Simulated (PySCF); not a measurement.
BrSi, SMILES [Si]Br (connectivity only; charge and spin as stated), charge +1, multiplicity 1.

Geometry optimised at B3LYP-D3(BJ)/def2-TZVP. The spin state was assumed, not searched.

All values below come from PBE0/def2-TZVPD in PySCF.

Gas-phase values at a fixed geometry.

Computed frontier levels, gap, dipole moment and polarisability:
```
Item                                                               Value
------------------------------------------------  ----------------------
highest occupied level                                         -15.56 eV
lowest empty level                                              -9.46 eV
orbital gap                                                      6.10 eV
dipole moment about the centre of nuclear charge                  4.46 D
mean static polarisability                          39.1 bohr³ (5.79 Å³)
polarisability, principal values                  31.5, 31.5, 54.2 bohr³
```
